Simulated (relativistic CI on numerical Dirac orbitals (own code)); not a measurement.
## Er LXVIII: sensitivity of the levels to the model

Base calculation: Dirac-Coulomb-Breit CI, KLI orbitals optimised for each configuration, model QED.

Configuration list: 1s, 2s, 2p, 3s, 3p, 3d, 4s, 4p, 4d, 4f, 5s, 5p, 5d, 5f, 5g, 6s, 6p, 6d. Levels of other configurations are missing.

The lowest level and the first level of each name with at least 55 % of one term (blank where a level has no safe partner in the second run):

```tsv
Level	Base (eV)	Shift (eV)
1s 2S_1/2	0.0	0.0
2p 2P°_1/2	50118.5	-2937.9
2s 2S_1/2	50135.6	-2954.6
2p 2P°_3/2	51266.4	-4085.8
3p 2P°_1/2	59762.1	-3843.6
3s 2S_1/2	59767.1	-3848.5
3d 2D_3/2	60102.9	-4184.5
3p 2P°_3/2	60103.7	-4185.3
3d 2D_5/2	60203.0	-4284.6
4p 2P°_1/2	63088.4	-4111.7
4s 2S_1/2	63090.6	-4113.8
4d 2D_3/2	63231.4	-4254.7
4p 2P°_3/2	63231.7	-4255.0
4f 2F°_5/2	63273.7	-4297.0
```

(1) One thing was changed in a second run, which moved the levels as shown. Which?
A. non-relativistic limit
B. configuration mixing switched off
C. QED terms removed
D. Breit term removed

Answers

(1) A. Non-relativistic limit. Without relativity the fine structure collapses and s electrons lose their extra binding.
